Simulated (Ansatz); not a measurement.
Si10H18S⁺, a cluster cut from the lattice of silicon (1 of the caps SH). Charge 1, multiplicity 2. Geometry PBE-D4/def2-SVP, that of the neutral singlet; atoms count from 1.

```xyz
29

Si   -0.750    1.929    1.924
Si   -3.170   -0.983    2.400
Si    1.629    1.996   -1.080
Si    1.624   -0.830   -3.604
Si   -0.771   -0.982   -0.596
Si    0.576    0.610    0.498
Si   -1.819   -2.332    1.021
Si   -1.799    0.564    3.529
Si    0.605   -2.250   -2.023
Si    3.012    0.701   -2.472
S     2.883    3.461   -0.074
H     0.092    3.000    2.577
H    -1.800    2.612    1.083
H    -3.952   -1.820    3.382
H    -4.149   -0.228    1.536
H     1.906    3.878    0.784
H     0.553    2.644   -1.921
H     2.416   -1.622   -4.614
H     0.551   -0.067   -4.338
H    -1.814   -0.249   -1.406
H     1.625   -0.116    1.304
H    -0.742   -2.975    1.858
H    -2.626   -3.426    0.368
H    -0.738   -0.184    4.297
H    -2.601    1.388    4.505
H     1.675   -2.898   -1.181
H    -0.187   -3.339   -2.702
H     3.996   -0.052   -1.616
H     3.773    1.570   -3.440
```

**Question.** Estimate the Mulliken populations from the PBE0/def2-SVP orbitals of Ansatz.

**Answer.** 
```tsv
atom	charge (e)	spin (α − β)
Si1	0.07	0.06
Si2	0.05	0.02
Si3	0.12	0.08
Si4	0.04	0.03
Si5	-0.13	0.08
Si6	-0.11	0.14
Si7	0.10	0.11
Si8	0.06	0.03
Si9	0.09	0.05
Si10	0.07	0.01
S11	-0.06	0.30
H12	0.01	0.00
H13	0.02	0.00
H14	0.04	0.03
H15	0.01	0.00
H16	0.15	-0.01
H17	0.06	0.03
H18	0.04	0.01
H19	0.01	0.00
H20	0.05	0.00
H21	0.07	-0.01
H22	0.02	0.00
H23	0.04	0.00
H24	0.01	0.00
H25	0.04	0.02
H26	0.02	0.00
H27	0.03	0.00
H28	0.02	0.00
H29	0.05	0.03
```
Mulliken values depend strongly on the basis.

**Question.** Where does the spin sit?

**Answer.** Summed by element: Si 0.61, S 0.30, H 0.09, of 1 unpaired in all. Largest on single atoms: S11 0.30, Si6 0.14, Si7 0.11.

**Question.** And the Mayer bond orders between heavy atoms (over 0.3)?

**Answer.** Si1–Si6 0.89 (2.35 Å); Si1–Si8 0.90 (2.35 Å); Si2–Si7 0.91 (2.36 Å); Si2–Si8 0.94 (2.36 Å); Si3–Si6 0.78 (2.35 Å); Si3–Si10 0.92 (2.35 Å); Si3–S11 1.13 (2.17 Å); Si4–Si9 0.91 (2.36 Å); Si4–Si10 0.94 (2.36 Å); Si5–Si6 0.95 (2.36 Å); Si5–Si7 0.83 (2.35 Å); Si5–Si9 0.89 (2.35 Å).
